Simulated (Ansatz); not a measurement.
```yaml
crystal:
  periodic: [false, false, false]
  atoms:
    - {symbol: O, position_ang: [-0.927659, 0.921451, 2.158934]}
    - {symbol: C, position_ang: [-0.584516, 1.293377, 1.056078]}
    - {symbol: B, position_ang: [0.124289, 0.295341, 0.082640]}
    - {symbol: Si, position_ang: [-0.973166, -0.944113, -1.058656]}
    - {symbol: As, position_ang: [2.098016, 0.374203, -0.112577]}
    - {symbol: H, position_ang: [-0.783529, 2.346707, 0.740729]}
    - {symbol: H, position_ang: [-0.142955, -1.643461, -2.075649]}
    - {symbol: H, position_ang: [-1.572829, -1.953073, -0.142695]}
    - {symbol: H, position_ang: [-2.072289, -0.218460, -1.752821]}
    - {symbol: H, position_ang: [2.393205, -1.105588, -0.205711]}
    - {symbol: H, position_ang: [2.506734, 0.576613, 1.330329]}
basis:
  gaussian: {orbitals: aug-pcseg-2}
magnetization: {spin_polarized: true, initial_magnetization: 0}
hamiltonian: {xc: {name: HF}, pseudopotentials: {relativity: none}}
correlation: {method: rpa, electrons: outside_noble_gas}
```

```sh
$ ansatz run in.yaml --threads 4 --pin off --events-out ev --progress --plain --max-ram 10444MiB
```

Shortened log:

```
Functional definition: HF
2379 factors; integrals over basis functions are off by at most 9.3e-4 eV
mean field evaluation 1: about -72488.2703 eV, gradient 2.6e1 eV
mean field evaluation 2: about -72488.4237 eV, gradient 2.6e1 eV
mean field evaluation 4: about -72492.7916 eV, gradient 3.8e0 eV
mean field evaluation 8: about -72492.9525 eV, gradient 1.9e-1 eV
mean field -72492.95311320 eV, -2664.0668894217 hartree, gradient 2.2e-6 eV, S^2 0.000000; 2 other end points of the search recorded, 0 dependent functions left out
22 core orbitals not correlated: weight in the atoms' cores, before any rotation towards them, 1.000 or more for the frozen orbitals, at most 0.000 for the correlated occupied ones
reference -72492.95311320 eV, -2664.0668894217 hartree; 14, 14 occupied and 349, 349 virtual orbitals, 2379 factors
Total energy: -72517.85121365 eV, -2664.9818777367 hartree
```

It took 44 s on 4 threads of an Arm Neoverse V2 on a shared host, with 2.4 GiB of host memory at the peak.
